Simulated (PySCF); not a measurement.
Computed vibrations of [Pb(OCH3)2]2+

[Pb(OCH3)2]2+ (singlet). PySCF 2.14.0, RKS B3LYP, Pb def2-SVP with ECP60, O def2-SVP, C def2-SVP, H def2-SVP; non-relativistic Hamiltonian with scalar-relativistic core potentials where named; density fitting; no spin-orbit coupling. Central differences of gradients.

```xyz
11

Pb    0.0000    0.0000    0.0000
O     0.0000    0.0000    1.8911
C     0.0000    0.0000    3.5156
H    -1.0742    0.0000    3.7347
H     0.5371   -0.9303    3.7347
H     0.5371    0.9302    3.7347
O     0.0000    0.0000   -1.8911
C     0.0000    0.0000   -3.5156
H    -1.0742    0.0000   -3.7347
H     0.5371    0.9302   -3.7347
H     0.5371   -0.9303   -3.7347
```

Run from Python with OMP_NUM_THREADS=2. Where DIIS fails, smearing, a level shift and second-order steps follow.
It took 56 s on 2 threads of Arm Neoverse V2, on a shared host.

(1) What are the harmonic wavenumbers and infrared intensities?

(2) Is this a minimum?

Results:

(1) Modes are labelled in D3h; negative numbers are unstable modes, those under 60 cm⁻¹ near the noise; a finer grid moves soft modes by up to 10 cm⁻¹.
| cm⁻¹ | km/mol | symmetry |
| --- | --- | --- |
| -522 | – | e'' |
| -522 | – | e'' |
| -486 | – | e' |
| -486 | – | e' |
| -9 | – | a1'' |
| 54 | 12.5 | e' |
| 54 | 12.5 | e' |
| 300 | 718.6 | a2'' |
| 320 | 0.0 | a1' |
| 776 | 0.0 | e'' |
| 776 | 0.0 | e'' |
| 868 | 14.3 | e' |
| 868 | 14.3 | e' |
| 875 | 0.0 | a1' |
| 878 | 1076.0 | a2'' |
| 1358 | 149.7 | a2'' |
| 1372 | 0.0 | a1' |
| 1392 | 0.0 | e'' |
| 1392 | 0.0 | e'' |
| 1393 | 22.6 | e' |
| 1393 | 22.6 | e' |
| 3067 | 93.6 | a2'' |
| 3068 | 0.0 | a1' |
| 3237 | 0.0 | e'' |
| 3237 | 0.0 | e'' |
| 3243 | 98.2 | e' |
| 3243 | 98.2 | e' |

(2) No: 4 unstable (and 1 more above −25 cm⁻¹, within the noise); the lowest moves the atoms so:
```
Pb   0.00  0.00  0.00
O    0.44 -0.04  0.00
C   -0.27  0.03  0.00
H   -0.20  0.02  0.21
H   -0.24 -0.01 -0.12
H   -0.24  0.04 -0.09
O   -0.44  0.04  0.00
C    0.27 -0.03  0.00
H    0.20 -0.02  0.21
H    0.24 -0.04 -0.09
H    0.24  0.01 -0.12
```
